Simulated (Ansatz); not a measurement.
Born–Oppenheimer molecular dynamics of CH5ClZn (8 atoms, charge 0, multiplicity 1). It starts at the highest image of a converged band. Of that band: Neighbouring images differ by up to 2.1 eV, so the band resolves the path poorly. A vibrational analysis at the climbing image gives 2 clearly imaginary modes (2037i, 139i cm⁻¹): a point of higher order. A lower path may pass nearby, or the ends, which weren't checked, may share the extra mode.

Method: RHF/def2-SVP (Ansatz).

```
ensemble                      : NVE (velocity Verlet)
time step                     : 0.5 fs
steps asked                   : 200
starting velocities drawn for : 100 K
seed                          : 2822
```

Frames 1 fs apart, positions in Å, forces in eV/Å.

Velocities at 65 fs (Å/ps):

```
Zn 5.25 -4.31 -1.36
C 2.26 -1.57 12.64
H -10.75 3.42 -25.61
H -9.79 9.38 55.63
H -10.27 11.92 -21.41
Cl -4.26 3.51 -1.72
H -82.30 66.31 -9.18
H -104.29 83.94 -1.34
```

```xyz
8
Properties=species:S:1:pos:R:3:forces:R:3 time_fs=65 energy_less_start_eV=-2.024 T=2710
Zn -0.177 0.190 0.121 0.54 -0.69 1.76
C -0.020 -0.003 2.253 -1.75 1.33 -0.85
H -1.010 -0.273 2.684 0.67 -0.70 -0.43
H 0.796 -0.582 2.686 -0.09 -0.06 -0.26
H 0.004 1.032 2.622 0.76 -0.02 -0.09
Cl 0.085 -0.054 -1.995 -0.12 0.14 -0.14
H -6.310 5.183 0.563 -0.39 0.18 0.73
H -6.665 5.350 1.226 0.39 -0.18 -0.73
8
Properties=species:S:1:pos:R:3:forces:R:3 time_fs=66 energy_less_start_eV=-1.984 T=2659
Zn -0.171 0.186 0.119 0.60 -0.73 1.85
C -0.018 -0.004 2.265 -1.55 1.37 -1.08
H -1.017 -0.273 2.656 0.52 -0.68 -0.23
H 0.786 -0.573 2.740 -0.15 -0.01 -0.39
H -0.003 1.044 2.601 0.70 -0.10 0.01
Cl 0.081 -0.051 -1.997 -0.13 0.14 -0.16
H -6.395 5.251 0.558 -0.58 0.28 1.03
H -6.768 5.433 1.221 0.58 -0.28 -1.03
8
Properties=species:S:1:pos:R:3:forces:R:3 time_fs=67 energy_less_start_eV=-1.970 T=2640
Zn -0.166 0.182 0.118 0.66 -0.76 1.91
C -0.018 -0.004 2.276 -1.18 1.37 -1.30
H -1.020 -0.280 2.627 0.26 -0.64 -0.01
H 0.774 -0.564 2.791 -0.22 0.06 -0.54
H -0.003 1.055 2.579 0.59 -0.17 0.12
Cl 0.076 -0.047 -1.998 -0.13 0.14 -0.18
H -6.485 5.321 0.562 -0.43 0.22 0.74
H -6.864 5.513 1.206 0.44 -0.22 -0.74
8
Properties=species:S:1:pos:R:3:forces:R:3 time_fs=68 energy_less_start_eV=-1.954 T=2619
Zn -0.161 0.177 0.118 0.71 -0.79 1.96
C -0.019 -0.002 2.287 -0.78 1.32 -1.51
H -1.020 -0.292 2.597 -0.01 -0.55 0.19
H 0.760 -0.554 2.836 -0.24 0.09 -0.68
H 0.003 1.064 2.559 0.44 -0.22 0.23
Cl 0.072 -0.044 -2.000 -0.13 0.14 -0.19
H -6.579 5.393 0.573 0.03 -0.02 -0.05
H -6.957 5.591 1.184 -0.03 0.02 0.05
8
Properties=species:S:1:pos:R:3:forces:R:3 time_fs=69 energy_less_start_eV=-1.912 T=2565
Zn -0.155 0.172 0.117 0.76 -0.80 1.98
C -0.020 0.000 2.296 -0.50 1.22 -1.69
H -1.021 -0.310 2.570 -0.19 -0.40 0.34
H 0.744 -0.544 2.875 -0.20 0.07 -0.77
H 0.012 1.071 2.540 0.25 -0.22 0.34
Cl 0.067 -0.040 -2.002 -0.13 0.14 -0.20
H -6.672 5.464 0.584 0.57 -0.31 -0.87
H -7.050 5.670 1.163 -0.57 0.31 0.87
8
Properties=species:S:1:pos:R:3:forces:R:3 time_fs=70 energy_less_start_eV=-1.878 T=2522
Zn -0.149 0.168 0.117 0.80 -0.81 2.00
C -0.022 0.003 2.304 -0.43 1.04 -1.85
H -1.023 -0.331 2.545 -0.22 -0.19 0.41
H 0.726 -0.533 2.906 -0.07 0.00 -0.80
H 0.025 1.076 2.525 0.05 -0.18 0.44
Cl 0.063 -0.036 -2.004 -0.13 0.14 -0.20
H -6.760 5.533 0.587 0.68 -0.38 -0.99
H -7.148 5.751 1.150 -0.68 0.38 0.99
8
Properties=species:S:1:pos:R:3:forces:R:3 time_fs=71 energy_less_start_eV=-1.865 T=2504
Zn -0.143 0.163 0.117 0.83 -0.81 2.00
C -0.024 0.007 2.310 -0.56 0.81 -2.00
H -1.027 -0.355 2.524 -0.09 0.07 0.44
H 0.708 -0.521 2.930 0.11 -0.12 -0.76
H 0.037 1.079 2.515 -0.15 -0.09 0.52
Cl 0.059 -0.033 -2.006 -0.13 0.13 -0.19
H -6.843 5.599 0.580 0.21 -0.12 -0.30
H -7.253 5.835 1.145 -0.21 0.12 0.30
8
Properties=species:S:1:pos:R:3:forces:R:3 time_fs=72 energy_less_start_eV=-1.832 T=2462
Zn -0.138 0.158 0.118 0.85 -0.80 1.99
C -0.026 0.012 2.315 -0.79 0.55 -2.13
H -1.032 -0.377 2.508 0.11 0.35 0.44
H 0.691 -0.511 2.947 0.30 -0.24 -0.69
H 0.049 1.082 2.509 -0.33 0.01 0.57
Cl 0.054 -0.029 -2.008 -0.13 0.13 -0.18
H -6.923 5.663 0.571 -0.38 0.22 0.49
H -7.359 5.921 1.144 0.38 -0.22 -0.49
8
Properties=species:S:1:pos:R:3:forces:R:3 time_fs=73 energy_less_start_eV=-1.794 T=2414
Zn -0.132 0.152 0.119 0.85 -0.77 1.98
C -0.029 0.017 2.318 -0.98 0.32 -2.23
H -1.036 -0.397 2.495 0.27 0.59 0.43
H 0.676 -0.504 2.957 0.47 -0.35 -0.62
H 0.057 1.084 2.508 -0.47 0.09 0.59
Cl 0.050 -0.025 -2.010 -0.13 0.13 -0.16
H -7.006 5.730 0.567 -0.70 0.42 0.87
H -7.462 6.005 1.138 0.70 -0.42 -0.87
8
Properties=species:S:1:pos:R:3:forces:R:3 time_fs=74 energy_less_start_eV=-1.795 T=2415
Zn -0.125 0.147 0.120 0.84 -0.74 1.95
C -0.033 0.022 2.319 -1.01 0.16 -2.25
H -1.037 -0.410 2.487 0.33 0.74 0.43
H 0.666 -0.499 2.961 0.55 -0.39 -0.59
H 0.061 1.087 2.514 -0.57 0.11 0.58
Cl 0.045 -0.021 -2.012 -0.13 0.12 -0.13
H -7.096 5.800 0.570 -0.61 0.38 0.73
H -7.559 6.085 1.124 0.61 -0.38 -0.73
8
Properties=species:S:1:pos:R:3:forces:R:3 time_fs=75 energy_less_start_eV=-1.828 T=2457
Zn -0.119 0.142 0.121 0.82 -0.69 1.91
C -0.038 0.028 2.318 -0.85 0.09 -2.18
H -1.035 -0.417 2.483 0.25 0.78 0.44
H 0.661 -0.499 2.959 0.53 -0.36 -0.62
H 0.059 1.092 2.524 -0.62 0.06 0.54
Cl 0.040 -0.017 -2.014 -0.13 0.12 -0.10
H -7.192 5.874 0.581 -0.12 0.07 0.13
H -7.650 6.162 1.103 0.12 -0.07 -0.13
8
Properties=species:S:1:pos:R:3:forces:R:3 time_fs=76 energy_less_start_eV=-1.861 T=2500
Zn -0.113 0.136 0.123 0.78 -0.64 1.87
C -0.043 0.034 2.316 -0.52 0.11 -2.04
H -1.031 -0.417 2.483 0.05 0.71 0.45
H 0.661 -0.502 2.952 0.43 -0.25 -0.70
H 0.051 1.097 2.540 -0.62 -0.04 0.47
Cl 0.036 -0.013 -2.017 -0.12 0.11 -0.05
H -7.289 5.948 0.592 0.55 -0.36 -0.60
H -7.740 6.237 1.081 -0.55 0.36 0.60
```

Of the whole run (100 fs, mean temperature of the second half 2748 K): The conserved energy stayed within 0.15 meV per atom of its start (net change -0.045 meV per atom), so the integration is sound. The kinetic energy rose, since the run started high on the potential surface and went downhill. It ends in pieces (CH3ClZn + H2), so much of that is their flight and rotation, not heat. A run of 0.1 ps of so small a system gives no equilibrium averages. The orbitals stay closed-shell, which can raise the energy where a bond breaks towards radicals; this wasn't checked here.

Run time: 5.7 min on 1 thread of Arm Neoverse V1, with other jobs on the host, peak memory 0.16 GiB.
